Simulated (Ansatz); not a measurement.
Consider the isomerisation: `[BH2][GeH2][CH]=O` → `[BH2][GeH]1[CH2][O]1`.

Program: Ansatz. Geometries: PBE0-D4/def2-TZVP. ΔE: electronic, gas phase. CCSD(T)/CBS adds triple-zeta CCSD(T) − MP2 to the extrapolated MP2 energy (def2 sets, frozen cores). Functionals use def2-TZVPP. B3LYP here is the variant with VWN-RPA as its local correlation; programs differ in this. For Ge outer-core shells are correlated without core-valence functions, which leaves a few kJ/mol of doubt a bond. Scalar relativity is left out up to krypton. One conformer a species, not always the lowest.

Task: Is it downhill or uphill in electronic energy at CCSD(T)/CBS, and by how much? (Best estimate.)

Result: Computed: Uphill: ΔE = +0.04 eV.

Task: What do these levels give: revPBE-D4, ωB97X-V, ωB97M-V, BLYP, B3LYP, MP2/def2-SVP, CCSD/def2-SVP, SCS-MP2/def2-TZVPP, CCSD/def2-TZVPP, HF/def2-QZVPP, HF/CBS(def2), CCSD/CBS(def2)? (Estimate.)

Result: Computed: revPBE-D4 0.07, ωB97X-V 0.18, ωB97M-V 0.16, BLYP 0.18, B3LYP 0.19, MP2/def2-SVP 0.25, CCSD/def2-SVP 0.40, SCS-MP2/def2-TZVPP 0.12, CCSD/def2-TZVPP 0.21, HF/def2-QZVPP 0.62, HF/CBS(def2) 0.62, CCSD/CBS(def2) 0.12 eV.

Task: What do rigid-rotor, harmonic-oscillator terms from PBE0-D4/def2-TZVP frequencies (298.15 K, 1 bar) make of the CCSD(T)/CBS value? (Best estimate.)

Result: The calculation gave: ΔZPE = +0.13 eV, ΔH = +0.14 eV, ΔS = -29 J/(mol·K), ΔG = +0.23 eV. Modes under 50 cm⁻¹ make the entropy rough.

Largest T1 diagnostic among the species: 0.018.

From BLYP to BHLYP (50 % exact exchange), in def2-TZVPP and without D4, ΔE moves by +0.09 eV. In def2-TZVPP, CCSD(T) changes the Hartree–Fock value by −0.50 eV (the triples alone add −0.08 eV) and MP2 by −0.64 eV.
